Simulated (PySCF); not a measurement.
ClF2H3SSi2, SMILES F[SiH](F)S[SiH2]Cl.

Geometry optimised at PBE-D3(BJ)/def2-SVP. The structure was generated by enumeration, and PubChem lists no compound with its InChIKey, so it may never have been made. Other conformers were not sampled.

Vertical ionisation energy (IE) and electron affinity (EA) in eV. Rows of orbital energies are one-electron estimates. Where ΔSCF, EOM or ADC give a negative EA the extra electron is unbound and the value depends on the basis.

```csv
level,IE,EA
"−ε(HOMO), −ε(LUMO), CAM-B3LYP/def2-TZVP (PySCF)",9.66,-0.47
"−ε(HOMO), −ε(LUMO), PBE/def2-TZVP (PySCF)",7.12,1.48
```
